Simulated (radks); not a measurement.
Initial-state core-level shifts of neutral vanadium when its valence configuration changes from [Ar] 3d3 4s2. Method: scalar-relativistic Kohn-Sham, PBE, spin-polarised, spherical densities, finite nucleus; open shells are filled with parallel spins first; Fermi nuclear charge, rms radius 3.6002 fm; computed with a radial shooting solver on a logarithmic mesh with Libxc functionals. Shifts are changes of the shell-averaged eigenvalues in eV (positive: less bound); the change of the density at the nucleus, which sets a Mossbauer isomer shift, is in e/bohr^3, on a base of 9949.

valence               2s       2p       3s       3p  density at nucleus
3d2 4s2 4p1       -7.919   -7.838   -6.824   -6.575             +3.9372
3d3 4p2           -2.376   -2.377   -2.419   -2.406             -7.6333
3d3 4s1.5 4p0.5   -0.655   -0.654   -0.642   -0.637             -1.4832
3d3.5 4s1.5       +2.561   +2.531   +2.285   +2.197             -2.7197
3d1 4s2 4p2      -17.256  -17.073  -14.296  -13.743             +8.8289
3d3 4s1 4p1       -1.171   -1.168   -1.148   -1.135             -3.1593
3d3.5 4s1 4p0.5   +1.989   +1.960   +1.716   +1.635             -4.0926
3d4 4s1           +4.627   +4.575   +4.200   +4.051             -4.8048
3d2.5 4s2 4p0.5   -3.763   -3.726   -3.308   -3.193             +1.8400
